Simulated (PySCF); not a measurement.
GaF2, SMILES [F][Ga][F], multiplicity 2.

Coordinates come from a r2SCAN-D4/def2-TZVP optimisation. The multiplicity is an assumed one; other spin states were not compared. The isomer is the one that the SMILES or the coordinates give; other isomers of the formula were not compared.

Calculation: r2SCAN-D4/def2-TZVP run with PySCF.

Frequencies are harmonic and unscaled.

| mode | ν (cm⁻¹) | IR (km/mol) | moving atoms (share of kinetic energy) |
|---|---|---|---|
| 1 | 179 | 21.5 | F 79 %, Ga 21 % |
| 2 | 645 | 42.0 | F 86 %, Ga 14 % |
| 3 | 681 | 113.7 | F 72 %, Ga 28 % |
